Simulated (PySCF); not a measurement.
`BC(=C)C(=C)CCC` in a uniform electric field

Compound: C7H13B.
SMILES with atom numbers: `[BH2:1][C:2](=[CH2:3])[C:4](=[CH2:5])[CH2:6][CH2:7][CH3:8]` (hydrogens: H9, H10 on B1; H11, H12 on C3; H13, H14 on C5; H15, H16 on C6; H17, H18 on C7; H19, H20, H21 on C8)

Geometry (PBE0-D3(BJ)/def2-SVP, Å), atoms numbered from 1 in this order:
```xyz
21
C7H13B angstrom
B     -2.1428    1.5878    1.7277
C     -1.3397    0.9608    0.5588
C     -1.0085    1.8259   -0.4324
C     -0.8829   -0.4522    0.5456
C     -1.4048   -1.3489    1.3997
C      0.1749   -0.8740   -0.4415
C      1.5767   -0.3658   -0.0979
C      2.6234   -0.7844   -1.1170
H     -2.6018    2.6975    1.5816
H     -2.2981    1.0362    2.7915
H     -0.3643    1.5572   -1.2768
H     -1.3824    2.8529   -0.4182
H     -1.0914   -2.3962    1.3774
H     -2.1581   -1.0697    2.1388
H      0.1969   -1.9743   -0.4935
H     -0.0981   -0.5324   -1.4564
H      1.5628    0.7331   -0.0068
H      1.8493   -0.7431    0.9021
H      2.6733   -1.8811   -1.2134
H      3.6265   -0.4296   -0.8360
H      2.3954   -0.3784   -2.1160
```

Level: B3LYP/def2-SVPD (PySCF); nuclei fixed, core orbitals frozen in the response. Permanent dipole (0.854, -0.259, -0.978) D (1 au = 2.5417 D). Static polarisability (au):

```
x    98.30  -4.90 -20.28
y    -4.90 111.76 -11.06
z   -20.28 -11.06 102.18
```

Only the terms in μ and α are kept: μ(F) = μ + αF and ΔE = −μ·F − ½ F·αF.

Q: What do fields of 0.514 V/Å (0.01 au) along the six axis directions do?

A: 
```tsv
field along	induced x (D)	induced y (D)	induced z (D)	total size (D)	−μ·F (kJ/mol)	−½F·αF (kJ/mol)
+x	2.499	-0.125	-0.515	3.690	-8.821	-12.904
−x	-2.499	0.125	0.515	1.714	+8.821	-12.904
+y	-0.125	2.841	-0.281	2.964	+2.675	-14.671
−y	0.125	-2.841	0.281	3.324	-2.675	-14.671
+z	-0.515	-0.281	2.597	1.740	+10.102	-13.414
−z	0.515	0.281	-2.597	3.829	-10.102	-13.414
```

Q: For the field (-0.0040, 0.0080, 0.0060) au, what is the induced dipole, and what angle does it make with the field?

A: αF = (-1.408, 2.154, 1.540) D, at 6.3° to the field. The polarisability along this direction, F·αF/F², is 108.87 au, against a mean of 104.08 au.

Q: Which field along μ doubles the dipole in that direction (linear response)?

A: The polarisability along the dipole is 118.30 au, so F = 0.5209 au / 118.30 au = 0.0044 au = 0.23 V/Å; higher-order terms are ignored.

Q: What field makes μF equal to kT at 200 K?

A: kT = 0.6334 × 10⁻³ Eh, so F = 0.00122 au = 6.25 MV/cm.

Q: Induction energy −ᾱe²/2R⁴ of a unit charge at 14 Å, the molecule taken as a point?

A: R = 26.46 bohr, so the energy is −104.1/(2 × 26.46⁴) Eh = -0.279 kJ/mol. The charge–dipole term at its most favourable orientation, −μe/R², is -1.95 kJ/mol.

One conformer (not necessarily the lowest) at the PBE0-D3(BJ)/def2-SVP geometry, without solvent, vibrations or thermal averaging.

These values come from a run that also computed excited states. On one thread, AMD EPYC 9R45 (x86_64), shared host with 96 logical CPUs at a one-minute load of 19, this took 29 s and 1.2 GiB of memory at its peak.
